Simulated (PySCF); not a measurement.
Some computed properties have been withheld. Give your best values.

Compound: C5H2FN2 (charge -1).
Cartesian coordinates in Å at the PBE0-D3(BJ)/def2-SVP level; atoms count from 1:
```xyz
10
C5H2FN2 angstrom
N      3.1725   -0.6501   -0.0705
C      2.0428   -0.3541   -0.0353
C      0.6816   -0.0036    0.0074
C     -0.4684   -0.8628    0.0572
C     -1.5583   -0.0083    0.0854
N     -1.1909    1.3140    0.0575
C      0.1191    1.2923    0.0121
F      0.8330    2.4306   -0.0264
H     -0.4599   -1.9531    0.0692
H     -2.6155   -0.2862    0.1256
```

| property | level | value |
| --- | --- | --- |
| point group | PBE0-D3(BJ)/def2-SVP | Cs |
| rotational constants A, B, C | PBE0-D3(BJ)/def2-SVP | 3.684, 1.954, 1.277 GHz |
| HOMO energy | B3LYP/pcSseg-2 | -1.29 eV |
| LUMO energy | B3LYP/pcSseg-2 | ? |
| 13C chemical shifts (computed TMS as zero) by class | GIAO B3LYP/pcSseg-2 | 174.1 (C7), 130.3 (C2), 124.5 (C5), 113.2 (C4), 69.5 (C3) ppm |
| 1H chemical shifts (computed TMS as zero) by class | GIAO B3LYP/pcSseg-2 | ? |
| isotropic shieldings of nuclei other than C and H, by class | GIAO B3LYP/pcSseg-2 | -31 (N1), -16 (N6), 300 (F8) ppm |
| largest of the computed one-bond spin–spin couplings (means over like bonds) | B3LYP/pcJ-1, spin–dipole term left out for some pairs | ? |
| core binding energies | ΔSCF SCAN, pcX-2 on the ionised atom, pcseg-1 elsewhere, spin-free X2C | C1s 285.4 (C4), C1s 285.8 (C5), C1s 286.1 (C3), C1s 287.2 (C2), C1s 287.9 (C7), N1s 399.3 (N6), N1s 399.6 (N1), F1s 688.5 (F8) eV |

The electronic properties come from PySCF, for the isolated species, density fitting. The geometry's basis has no diffuse functions, a weakness for an anion. No diffuse functions stand in pcJ-1 and pcSseg-2, which bears on an anion's orbital energies.

Question: What are the 1H chemical shifts (computed TMS as zero) by class?

Answer: 5.97 (H9), 5.93 (H10) ppm.

Question: Give the LUMO energy.

Answer: 4.18 eV.

Question: The largest of the computed one-bond spin–spin couplings (means over like bonds)?

Answer: 19F–13C -287.2 (F8–C7), 13C–1H +180.8 (C5–H10), 13C–1H +171.1 (C4–H9), 13C–13C +102.8 (C2–C3), 13C–13C +90.3 (C3–C7), 13C–13C +68.7 (C3–C4), 13C–13C +65.8 (C4–C5), 15N–13C -20.8 (N1–C2) Hz.

The rotational constants make it an asymmetric top with κ = (2B − A − C)/(A − C) = -0.44, nearer the prolate limit (−1). With B = h/(8π²I), that is 505.379 GHz u Å² over I, the principal moments of inertia are 137.2, 258.6 and 395.8 u Å² (most abundant isotopes).
